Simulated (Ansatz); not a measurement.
The same path of BrGaH2 + H2 (6 atoms, charge 0, multiplicity 1) was run twice with different band settings. Lost on the way: H5–H6. Made: Ga1–H6, Br2–H5.

These are results of Ansatz 0.2.0, RKS PBE-D4/def2-SVPD, not measurements.

Relaxed end points:

```xyz
6
Properties=species:S:1:pos:R:3
Ga -0.776 -0.081 -0.198
Br -0.741 -1.418 1.714
H -0.523 -0.848 -1.540
H -1.163 1.415 0.053
H 1.601 0.241 0.300
H 1.602 0.691 -0.328
```

```xyz
6
Properties=species:S:1:pos:R:3
Ga -0.356 0.349 -0.639
Br 0.120 -1.215 1.777
H -0.679 -0.784 -1.673
H -1.317 1.457 -0.088
H 1.010 -0.351 0.906
H 1.222 0.546 -0.283
```

Common settings: movable images 5; climbing image yes; spring 5.0 eV/Å²; start path through a guess of the saddle point; force threshold 0.03 eV/Å; iteration limit 60; end points relaxed.

| run | optimiser | largest step |
| --- | --- | --- |
| 1 | quadratic models (default) | default |
| 2 | fire | 0.5 Å |

Q: What does each run give, and how far can it be trusted?

A: Run 1: converged after 9 iterations, highest image 1.037 eV above the first end. The top lies less than 8 meV above the higher end, about what the thresholds resolve: that end is a shoulder or a very shallow well. A vibrational analysis at the climbing image gives one clearly imaginary mode, 160i cm⁻¹: a first-order saddle point.
Run 2: converged after 40 iterations, highest image 1.036 eV above the first end. The highest image is an end point: on this band no image between the ends rises above it.
The orbitals stay closed-shell, which can raise the energy where a bond breaks towards radicals; this wasn't checked here.
